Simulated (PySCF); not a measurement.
**Co⁺: excitation energy**

Co⁺ [Ar] 3d8 (3F) → Co⁺ [Ar] 3d7 4p1 (high-spin determinant), as a difference of total energies. All numbers are calculated (PySCF 2.14, no relativity, point nucleus, in aug-cc-pVQZ). Correlated levels: valence: [Ar] frozen. The calculations carry no spin-orbit coupling.

```json
{"method": "UHF", "excitation energy (eV)": "3.626"}
{"method": "LDA", "excitation energy (eV)": "6.378"}
{"method": "PBE", "excitation energy (eV)": "6.034"}
{"method": "PBE0", "excitation energy (eV)": "5.633"}
{"method": "r2SCAN", "excitation energy (eV)": "5.684"}
{"method": "M06-2X", "excitation energy (eV)": "5.492"}
{"method": "r2SCANh", "excitation energy (eV)": "5.575"}
{"method": "BHandHLYP", "excitation energy (eV)": "5.331"}
{"method": "MP2 (valence)", "excitation energy (eV)": "6.035"}
{"method": "SCS-MP2 (valence)", "excitation energy (eV)": "6.096"}
```

How much does correlation contribute at MP2 (valence)?

6.035 − (3.626) = 2.409 eV, measured against UHF.

A first-order spin-orbit estimate (lowest level to lowest level, LS coupling) adds 0.012 eV.

The determinant of the upper state mixes LS terms, which raises its energy above the lowest term, most at the Hartree-Fock and MP2 levels.
